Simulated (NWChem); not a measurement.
1,3,5-triazine (C3H3N3); SMILES c1ncncn1

Problem. Give the equilibrium geometry at B3LYP/6-31G* (spherical d) (NWChem) as a list of bonds and angles, with the point group.

Solution. point group D3h; any orientation.
Bonds (Å): C1–N2 1.337, C1–N6 1.337, C1–H7 1.089, N2–C3 1.337, C3–N4 1.337, C3–H8 1.089, N4–C5 1.337, C5–N6 1.337, C5–H9 1.089. Bond angles (°): N2–C1–N6 126.0, N2–C1–H7 117.0, N6–C1–H7 117.0, C1–N2–C3 114.0, N2–C3–N4 126.0, N2–C3–H8 117.0, N4–C3–H8 117.0, C3–N4–C5 114.0, N4–C5–N6 126.0, N4–C5–H9 117.0, N6–C5–H9 117.0, C1–N6–C5 114.0.
